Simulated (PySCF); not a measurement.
HO2Si, SMILES [Si]([O])O (connectivity only; charge and spin as stated), neutral, multiplicity 2. Atoms are numbered in the order given.

```xyz
4

Si    -0.3826     0.1026     0.0000
O      0.3414     1.4462     0.0000
O      0.3542    -1.3582     0.0000
H     -0.2091    -2.1412     0.0000
```
Charge 0, spin multiplicity 2.

Coordinates come from a r2SCAN-D4/def2-TZVP optimisation. Other conformers were not sampled.

The numbers are results of TDA-ωB97X/def2-SVPD (PySCF), not measurements.

Vertical excitations. Isolated molecule, no solvent.

| state | energy (eV) | λ (nm) | f | main pairs |
|---|---|---|---|---|
| root 1 | 2.81 | 441 | 0.003 | β HOMO−1→LUMO 96 % |
| root 2 | 2.91 | 427 | 0.013 | β HOMO→LUMO 91 % |
| root 3 | 4.33 | 287 | 0.045 | α HOMO→LUMO 95 % |
| root 4 | 4.64 | 267 | 0.025 | α HOMO−1→LUMO 10 %, β HOMO−2→LUMO 83 % |
| root 5 | 5.60 | 221 | 0.014 | β HOMO−3→LUMO 94 % |
| root 6 | 5.67 | 218 | 0.003 | α HOMO−1→LUMO 47 %, β HOMO−1→LUMO+1 41 % |
| root 7 | 6.01 | 206 | 0.000 | α HOMO−2→LUMO 56 %, β HOMO→LUMO+1 39 % |
| root 8 | 6.38 | 194 | 0.016 | α HOMO−2→LUMO 40 %, β HOMO→LUMO+1 54 % |
| root 9 | 6.60 | 188 | 0.008 | α HOMO→LUMO+1 55 %, β HOMO−4→LUMO 27 % |
| root 10 | 7.01 | 177 | 0.036 | α HOMO→LUMO+2 48 %, α HOMO→LUMO+1 12 %, α HOMO→LUMO+3 8 %, β HOMO−4→LUMO 11 %, β HOMO−1→LUMO+1 8 % |
Unrestricted roots are not spin-pure.
